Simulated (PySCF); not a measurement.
C3H3N2, SMILES [nH]1nc[c]c1, multiplicity 2. Atoms are numbered in the order given.

```xyz
8

C     -1.2283     0.1536     0.0000
C     -0.5598    -1.0515     0.0000
N      0.7575    -0.7000     0.0000
N      0.9576     0.6264     0.0000
C     -0.2610     1.1747     0.0000
H     -0.8944    -2.0860     0.0000
H      1.5627    -1.3159     0.0000
H     -0.3794     2.2566     0.0000
```
Charge 0, spin multiplicity 2.

The structure is a stationary point at B3LYP-D3(BJ)/def2-SVP. The isomer is the one that the SMILES or the coordinates give; other isomers of the formula were not compared.

These are PBE/pcH-1 in PySCF values and carry that method's errors.

Unrestricted Kohn–Sham, ⟨S²⟩ = 0.756. Hyperfine tensors hold the contact and dipolar terms, without spin-orbit corrections.

Computed hyperfine couplings:
```csv
nucleus,A(iso) (MHz),A(iso) (G),dipolar principal values (MHz)
13C no. 1,474.1,169.2,"-73.1, -59.7, 132.7"
13C no. 2,81.9,29.2,"-12.5, -1.3, 13.8"
14N no. 3,34.4,12.3,"-2.0, -0.6, 2.6"
14N no. 4,-2.8,-1.0,"-5.0, -4.3, 9.4"
13C no. 5,23.2,8.3,"-12.2, -3.2, 15.4"
1H no. 6,8.6,3.1,"-5.5, -4.1, 9.7"
1H no. 7,9.1,3.2,"-3.6, -1.0, 4.5"
1H no. 8,4.1,1.5,"-6.0, -4.0, 10.0"
```

Problem. And the g tensor (effective nuclear charges for spin-orbit coupling, GIAO)? (The exact figures need the calculation; the answer reports its results.)

Solution. principal values 2.0015, 2.0022, 2.0026; isotropic 2.0021.
